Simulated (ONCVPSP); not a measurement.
# Building the ONCV potential for selenium (Se) (PBE, scalar-relativistic).

* Element: Se
* Generator: ONCVPSP 4.0.1
* Type: optimised norm-conserving Vanderbilt (ONCV)
* Functional: PBE
* Relativity: scalar-relativistic
* Frozen core: [Ne]
* Valence charge: 24
* Reference configuration: 3s2 3p6 3d10 4s2 4p4
* Partial waves: 3s+4s: rc 1.05 bohr, ncon 5, nbas 9, qcut 10.8 1/bohr, 3 projectors, debl 2.2 Ha; 3p+4p: rc 1.10 bohr, ncon 3, nbas 7, qcut 14.3 1/bohr, 2 projectors; 3d: rc 0.75 bohr, ncon 3, nbas 7, qcut 16.6 1/bohr, 2 projectors, debl 3.3 Ha; f scattering state at 0.36 Ha: rc 1.05 bohr, ncon 4, nbas 8, qcut 9.9 1/bohr, 2 projectors, debl 3.8 Ha
* Local potential: polynomial inside 0.65 bohr (lpopt 4, dvloc0 2 Ha)
* Core correction: none

Poles of the logarithmic derivatives, all-electron (AE) and pseudo (PS). s: poles at -7.2 (AE) and -7.2 (PS) Ha. p: poles at -5.1 (AE) and -5.1 (PS) Ha. d: poles at 1.7 (AE) and 1.7 (PS) Ha. f: poles at no energy (AE) and no energy (PS) Ha. Test radii: s 1.07, p 1.12, d 0.76, f 1.07 bohr.

- Cutoffs needed: 133 Ha and 350 Ha (the cutoffs (Ha) at which the residual kinetic energy of the hardest occupied pseudo-wave falls to 1 and 0.1 mHa per electron)
- Ghost test: no bound ghost flagged; GHOST(+) flags only above 600 eV
- Largest excitation error: -5.7 meV (all-electron minus pseudo) for 3s2 3p6 3d10 4s2 4p1, out of 4 test configurations
